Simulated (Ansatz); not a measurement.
A nudged elastic band was laid between two geometries of C$_{3}$H$_{12}$Si$_{3}$ (18 atoms, charge 0, multiplicity 1).

Theory: Ansatz 0.2.0, RHF/STO-3G.

| Item | Value |
| --- | --- |
| movable images | 9 |
| climbing image | yes |
| spring | 5.0 eV/Å² |
| optimiser | quadratic models (default) |
| start path | through a guess of the saddle point |
| force threshold | 0.05 eV/Å |
| iteration limit | 60 |
| end points | relaxed |

First end point:

```xyz
18
Properties=species:S:1:pos:R:3
C 2.068 0.799 1.398
Si 1.279 0.347 -0.221
C 0.593 -1.298 -0.494
C -0.464 -0.151 -0.349
Si -1.390 0.268 -1.902
Si -1.540 -0.235 1.160
H 1.674 0.207 2.213
H 1.905 1.843 1.639
H 3.138 0.637 1.362
H 1.859 1.014 -1.333
H 0.610 -2.035 0.295
H 0.663 -1.774 -1.461
H -1.988 1.555 -1.793
H -0.511 0.277 -3.021
H -2.425 -0.677 -2.156
H -0.798 -0.679 2.291
H -2.083 1.047 1.459
H -2.626 -1.135 0.964
```

Last end point:

```xyz
18
Properties=species:S:1:pos:R:3
C 2.001 0.865 1.456
Si 1.252 0.448 -0.191
C 0.685 -1.223 -0.559
C -0.451 -0.163 -0.360
Si -1.397 0.273 -1.896
Si -1.526 -0.406 1.133
H 1.641 0.208 2.236
H 1.770 1.882 1.749
H 3.080 0.773 1.422
H 1.789 1.213 -1.261
H 0.750 -2.000 0.190
H 0.792 -1.641 -1.549
H -0.515 0.406 -3.006
H -2.361 -0.726 -2.210
H -2.085 1.508 -1.723
H -0.759 -0.855 2.245
H -2.159 0.817 1.495
H -2.544 -1.368 0.880
```

**Question.** Which bonds break or form, and what moves?

**Answer.** No bond is made or broken. The dihedral Si6–C4–Si5–H14 goes from -178 to -58°. The two ends are copies of one structure, up to a mirror image or an exchange of like atoms.

**Question.** What energy profile does the band end with?

**Answer.** The run converged. The highest image is number 5 of 0 to 10, 0.071 eV above the ends, which have the same energy within 2 meV. A vibrational analysis at the climbing image gives one clearly imaginary mode, 129i cm⁻¹: a first-order saddle point. Limits of this set-up: minimal basis.

```tsv
image	path coordinate (Å)	energy (eV)	dihedral Si6–C4–Si5–H14 (°)
0	0.00	0.000	-178
1	0.47	0.006	-167
2	0.94	0.024	-155
3	1.41	0.046	-143
4	1.87	0.065	-130
5	2.34	0.071	-118
6	2.80	0.064	-105
7	3.27	0.046	-93
8	3.73	0.024	-81
9	4.19	0.006	-69
10	4.65	0.000	-58
```

**Question.** What is the geometry of the highest image?

**Answer.** 
```xyz
18
Properties=species:S:1:pos:R:3:forces:R:3
C 2.007 0.845 1.468 -0.01 -0.01 -0.02
Si 1.260 0.432 -0.181 0.00 0.01 0.00
C 0.677 -1.231 -0.558 0.00 0.00 0.00
C -0.450 -0.158 -0.365 0.00 0.01 0.00
Si -1.400 0.302 -1.903 0.00 -0.01 0.00
Si -1.523 -0.401 1.130 0.00 -0.02 0.00
H 1.658 0.175 2.243 0.00 0.00 0.00
H 1.763 1.856 1.770 0.00 0.00 0.00
H 3.086 0.769 1.429 0.00 0.00 0.00
H 1.806 1.190 -1.252 0.01 0.00 0.00
H 0.724 -2.011 0.188 0.00 0.00 0.00
H 0.786 -1.645 -1.549 0.00 0.00 0.00
H -0.952 1.542 -2.443 0.00 0.00 0.00
H -1.241 -0.691 -2.911 0.00 0.00 0.00
H -2.790 0.434 -1.625 0.00 0.00 0.00
H -0.753 -0.844 2.241 0.00 0.01 0.00
H -2.163 0.819 1.490 0.00 0.00 0.00
H -2.534 -1.372 0.879 0.00 0.00 0.00
```

**Question.** What are the harmonic wavenumbers there?

**Answer.** 129i, 97, 134, 154, 172, 221, 272, 314, 364, 501, 731, 752, 768, 802, 822, 855, 887, 971, 1024, 1034, 1069, 1085, 1132, 1188, 1228, 1244, 1248, 1253, 1257, 1328, 1364, 1367, 1676, 1804, 1843, 1848, 2858, 2861, 2894, 2902, 2905, 2906, 2908, 3571, 3620, 3747, 3759, 3762 cm⁻¹.

Time of the run: 4.1 min on 1 CPU thread of a shared host.
